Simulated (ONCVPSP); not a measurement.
**Reading a pseudo-wave (sulfur)**

Columns: radius, all-electron u(r) and pseudo u(r) of the 2s shell (level -216.80 eV) of sulfur in the configuration [He] 2s2 2p6 3s2 3p3.5; PBEsol, scalar-relativistic, ONCV scheme, ONCVPSP 4.0.1.

| r (bohr) | all-electron | pseudo |
| --- | --- | --- |
| 0.035 | -0.6553 | 0.0780 |
| 0.070 | -0.6344 | 0.1799 |
| 0.105 | -0.3156 | 0.3218 |
| 0.140 | 0.0924 | 0.5047 |
| 0.175 | 0.4893 | 0.7161 |
| 0.210 | 0.8288 | 0.9341 |
| 0.245 | 1.0947 | 1.1345 |
| 0.280 | 1.2870 | 1.2983 |
| 0.315 | 1.4132 | 1.4150 |
| 0.350 | 1.4826 | 1.4823 |
| 0.385 | 1.5058 | 1.5054 |
| 0.420 | 1.4934 | 1.4930 |
| 0.455 | 1.4538 | 1.4533 |
| 0.490 | 1.3948 | 1.3945 |
| 0.525 | 1.3226 | 1.3223 |
| 0.560 | 1.2421 | 1.2417 |
| 0.595 | 1.1569 | 1.1566 |
| 0.630 | 1.0702 | 1.0699 |
| 0.665 | 0.9841 | 0.9839 |
| 0.700 | 0.9005 | 0.9002 |
| 0.735 | 0.8203 | 0.8200 |
| 0.770 | 0.7443 | 0.7442 |
| 0.805 | 0.6732 | 0.6730 |
| 0.840 | 0.6071 | 0.6069 |
| 0.875 | 0.5459 | 0.5458 |
| 0.910 | 0.4899 | 0.4898 |

Problem. How many radial nodes do the two functions have?

Solution. The all-electron 2s function has n − l − 1 = 1; the pseudo-wave has 0, since the states of the same l below it are removed with the core.

Problem. At about which radius was the pseudo-wave matched?

Solution. 0.40 bohr. The columns agree to 0.0005 from 0.35 bohr on; several derivatives are matched, so the curves merge somewhat inside the radius.

Problem. Is the pseudo-wave norm-conserving?

Solution. Yes: the ONCV scheme keeps the norm inside the radius equal to the all-electron one, which fixes the energy derivative of the logarithmic derivative at the level.
